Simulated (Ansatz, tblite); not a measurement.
Cost and result up the ladder for Au(CO)H (CHAuO) (4 atoms). The state is a singlet with charge 0. Geometry: PBE0-D4/def2-TZVP.

Cartesian coordinates in Å:
```
Au 0.794 0.317 -0.111
C -1.016 -0.405 0.141
O -2.053 -0.818 0.286
H 2.275 0.906 -0.316
```

Ansatz on 4 threads of Arm Neoverse V2 on a shared host; xTB runs through tblite on one thread. Times are rough, summed over both states, and most runs start from the orbitals of an earlier one. CCSD(T)/def2-TZVPP serves as the yardstick here, not as an exact answer. The other state is a doublet.

In the def2 sets Au takes a core potential; there is no spin–orbit coupling. The xTB rows come from tblite. Correlated methods freeze 2 core orbitals; core or outer-core shells of Au are correlated, in sets that lack core-valence functions.

Correlated methods converge slowly with the basis.

Raw xTB energies of ions are shifted by several eV.

```csv
level,functions,wall time,vertical IE (eV),difference from CCSD(T)/def2-TZVPP (eV)
GFN2-xTB,18,0.003 s,14.59,4.57
GFN1-xTB,19,0.004 s,14.94,4.92
PBE-D4/def2-TZVP (with forces),108,1.6 s,10.18,0.16
PBE0-D4/def2-TZVP,108,1.8 s,10.06,0.05
r2SCAN-D4/def2-TZVP,108,3.2 s,10.19,0.18
CCSD(T)/def2-TZVPP,132,71 s,10.02,0.00
```
